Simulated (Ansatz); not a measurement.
```yaml
crystal:
  periodic: [false, false, false]
  atoms:
    - {symbol: C, position_ang: [-0.985819, 1.123399, -0.644567]}
    - {symbol: Zn, position_ang: [0.162442, -0.209962, 0.141044]}
    - {symbol: N, position_ang: [1.160052, -1.487693, 0.972416]}
    - {symbol: H, position_ang: [-1.868375, 0.657904, -1.090124]}
    - {symbol: H, position_ang: [-0.466115, 1.680917, -1.426609]}
    - {symbol: H, position_ang: [-1.328091, 1.834819, 0.110704]}
    - {symbol: H, position_ang: [2.024343, -1.222803, 1.421878]}
    - {symbol: H, position_ang: [1.301563, -2.376590, 0.515248]}
basis:
  gaussian: {orbitals: aug-cc-pVDZ}
total_charge: 1
magnetization: {spin_polarized: true, initial_magnetization: 2}
hamiltonian: {xc: {name: PBEsol}, dispersion: d3bjatm}
```

```sh
$ ansatz run in.yaml --threads 4 --pin off --events-out ev --progress --plain --max-ram 10444MiB
```

It prints (some lines left out):

```
Error: a molecule whose nuclei and cores have a total charge of 48 cannot have a net charge of 1 together with 2 unpaired electrons
```

In this input the number of unpaired electrons doesn't fit the electron count. The program refused the input.
